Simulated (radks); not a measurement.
Task: The mean radii <r> (bohr) of the occupied orbitals of an atom or ion are listed with their occupations. All-electron calculation, scalar-relativistic Kohn-Sham, SCAN, spin-polarised, spherical densities, finite nucleus; meta-GGA in the generalised Kohn-Sham scheme; Fermi nuclear charge, rms radius of each element as measured or else 0.836 A^(1/3) + 0.57 fm. Program: a radial shooting solver on a logarithmic mesh with Libxc functionals.

| orbital | occ. | <r> |
|---|---|---|
| 1s up | 1 | 0.01715 |
| 1s down | 1 | 0.01715 |
| 2s up | 1 | 0.07232 |
| 2s down | 1 | 0.07232 |
| 2p up | 3 | 0.06522 |
| 2p down | 3 | 0.06522 |
| 3s up | 1 | 0.1869 |
| 3s down | 1 | 0.1869 |
| 3p up | 3 | 0.1881 |
| 3p down | 3 | 0.1881 |
| 3d up | 5 | 0.1705 |
| 3d down | 5 | 0.1705 |
| 4s up | 1 | 0.4149 |
| 4s down | 1 | 0.4149 |
| 4p up | 3 | 0.4415 |
| 4p down | 3 | 0.4415 |
| 4d up | 5 | 0.4682 |
| 4d down | 5 | 0.4680 |
| 5s up | 1 | 0.9545 |
| 5s down | 1 | 0.9479 |
| 4f up | 7 | 0.5164 |
| 4f down | 7 | 0.5147 |
| 5p up | 3 | 1.096 |
| 5p down | 3 | 1.090 |
| 5d up | 5 | 1.473 |
| 5d down | 2 | 1.489 |

Name the element and its charge. Open shells, if any, are filled with parallel spins first.

Result: Z = 78, platinum, charge +3: Pt3+ in [Xe] 4f14 5d7. The 1s radius gives Z: for a bare nucleus <r> = (2 gamma + 1)/(2Z) with gamma = sqrt(1 - (Z/c)^2), 0.01695 bohr for Z = 78, and screening makes it slightly larger (0.01715 here). The occupations add up to 75, and the charge is Z minus that.
